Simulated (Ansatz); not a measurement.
Worked example: C2H5Cl2In + SbH2 → C2H5ClIn + SbH2Cl

Species: C2H5Cl2In `C[CH2][In]([Cl])[Cl]`, singlet; SbH2 `[SbH2]`, doublet; C2H5ClIn `C[CH2][In][Cl]`, doublet; SbH2Cl `[Cl][SbH2]`, singlet. A radical takes Cl: the energy is the difference in strength between the In–Cl bond broken and the Sb–Cl bond made.

Shapes, held fixed at every level: PBE0-D4/def2-TZVP. Flexible molecules stand in one conformer, not always the lowest. Programs: Ansatz 0.2.0. Electronic energies: no zero-point or thermal term.

At CCSD(T)/def2-TZVPP; 1 Eh = 2625.50 kJ/mol:

| species | energy (Eh) |
| --- | --- |
| C2H5Cl2In | -1188.123785 |
| SbH2 | -240.757611 |
| C2H5ClIn | -728.314823 |
| SbH2Cl | -700.538496 |

Task: Work out ΔE of the reaction at this level.

Result: 
1. Products less reactants: (-728.314823) + (-700.538496) − [(-1188.123785) + (-240.757611)] = 0.028077 Eh = +73.7 kJ/mol.

Other levels give +54.1 (r2SCAN-D4/def2-TZVPP) to +84.2 kJ/mol (HF/def2-TZVPP). No measured value is set beside it here. Spin contamination: C2H5ClIn (⟨S²⟩ up to 0.80). Open shells run unrestricted unless RO is named. For atoms past krypton def2 sets carry core potentials with scalar relativity. Correlated rows may include outer-core shells of In, Sb, which these sets cover unevenly.
